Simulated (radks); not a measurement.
Values are calculated unless marked as measured or tabulated.
Task: Neutral iodine, 53 electrons, occupied as [Kr] 4d10 5s2 5p5. Level of theory: non-relativistic Kohn-Sham, PBE, spin-polarised, spherical densities, point nucleus; open shells are filled with parallel spins first (spin-orbit coupling, left out, can overturn this in heavy ions); relativity is left out, which matters for an element this heavy (a radial shooting solver on a logarithmic mesh with Libxc functionals). Some entries of the table are withheld. Estimate them.

orbital,occ.,eigenvalue (hartree),<r^2> (bohr^2),<r> (bohr)
1s up,1,-1163.018,0.001100,0.02868
1s down,1,-1163.017,0.001100,0.02868
2s up,1,-175.2179,0.01790,0.1235
2s down,1,-175.2174,0.01790,0.1235
2p up,3,-164.6562,0.01344,0.1051
2p down,3,-164.6553,0.01344,0.1051
3s up,1,-35.28499,0.1227,0.3279
3s down,1,-35.28404,0.1227,0.3279
3p up,3,-30.84462,0.1173,0.3183
3p down,3,-30.84352,0.1173,0.3183
3d up,5,-22.59304,0.09862,0.2889
3d down,5,-22.59200,0.09861,0.2889
4s up,1,-6.13450,0.6693,0.7699
4s down,1,-6.13224,0.6691,0.7699
4p up,3,-4.58184,0.7376,0.8048
4p down,3,-4.57946,0.7372,0.8047
4d up,5,-1.93698,0.9800,0.9152
4d down,5,-1.93346,0.9768,0.9139
5s up,1,-0.59914,4.760,2.050
5s down,1,-0.57620,4.766,2.050
5p up,3,-0.27306,7.106,(1)
5p down,2,-0.25037,7.265,(2)

Result: 
(1) 5p up <r> (bohr): 2.482
(2) 5p down <r> (bohr): 2.505
